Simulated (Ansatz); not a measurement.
Correlation energies of `BC(=N)CF` by basis set

```csv
atom,x (Å),y (Å),z (Å)
B1,-0.251,-1.043,-1.163
C2,0.293,-0.284,0.093
N3,1.394,-0.724,0.555
C4,-0.385,0.970,0.566
F5,-1.734,0.913,0.263
H6,-0.423,-0.435,-2.178
H7,-0.433,-2.220,-1.121
H8,1.779,-0.115,1.285
H9,0.037,1.842,0.054
H10,-0.277,1.097,1.647
```

Charge 0, multiplicity 1. All single points use the PBE0-D4/def2-TZVP geometry. It is one conformer, not always the lowest. Frozen core, restricted reference, Ansatz 0.2.0. CBS rows extrapolate triple and quadruple zeta; past MP2 they add the triple-zeta difference.

| basis | HF (Eh) | MP2 corr. | CCSD corr. | (T) | CCSD(T) total |
| --- | --- | --- | --- | --- | --- |
| def2-SVP | -256.96588 | ? | -0.73571 | -0.02123 | ? |
| def2-TZVPP | -257.27188 | -0.86983 | ? | ? | ? |
| def2-QZVPP | -257.28340 | ? | – | – | – |
| CBS(def2) | -257.28499 | -0.98405 | -1.01868 | as TZ | -258.33906 |

(1) Fill in the withheld values. (An estimate is asked.)

Results:

(1) Computed: def2-SVP MP2 corr.: -0.69033; def2-SVP CCSD(T) total: -257.72282; def2-TZVPP CCSD corr.: -0.90446; def2-TZVPP (T): -0.03539; def2-TZVPP CCSD(T) total: -258.21173; def2-QZVPP MP2 corr.: -0.93545.
